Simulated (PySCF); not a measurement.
## Correlation energy of Hg (mercury, neutral)

Starting occupation: [Xe] 4f14 5d10 6s2. Computed with PySCF 2.14 in x2c-SVPall-2c (7s10p9d2f, 96 functions), with X2C-1e with screened-nucleus spin-orbit coupling, Gaussian nucleus. Frozen: [Kr] 4d10 4f14; 20 electrons correlated; the 22 highest virtual spinors left out.

MP2 pair energies summed by pair of shells (mhartree):

| pair | energy | share (%) |
| --- | --- | --- |
| 5d3/2-5d5/2 | -101.25 | 28.3 |
| 5d5/2-5d5/2 | -72.84 | 20.3 |
| 5d5/2-6s1/2 | -33.52 | 9.4 |
| 5d3/2-5d3/2 | -29.63 | 8.3 |
| 5d5/2-5p3/2 | -21.09 | 5.9 |
| 5d3/2-6s1/2 | -20.73 | 5.8 |
| 6s1/2-6s1/2 | -15.20 | 4.2 |
| 5d3/2-5p3/2 | -14.28 | 4.0 |
| 5d5/2-5p1/2 | -9.61 | 2.7 |
| 5p3/2-5p3/2 | -8.38 | 2.3 |
| 5p1/2-5p3/2 | -7.70 | 2.1 |
| 5d3/2-5p1/2 | -6.42 | 1.8 |
| 5d5/2-5s1/2 | -3.18 | 0.9 |
| 5p3/2-6s1/2 | -2.98 | 0.8 |
| 5p3/2-5s1/2 | -2.75 | 0.8 |
| 5d3/2-5s1/2 | -2.17 | 0.6 |
| 5p1/2-5p1/2 | -2.14 | 0.6 |
| 5s1/2-5s1/2 | -1.37 | 0.4 |
| 5p1/2-5s1/2 | -1.28 | 0.4 |
| 5p1/2-6s1/2 | -1.14 | 0.3 |
| 5s1/2-6s1/2 | -0.43 | 0.1 |

Total MP2 correlation energy: -358.10 mhartree.

This basis was not built for core-valence correlation, so the inner-shell part is incomplete.
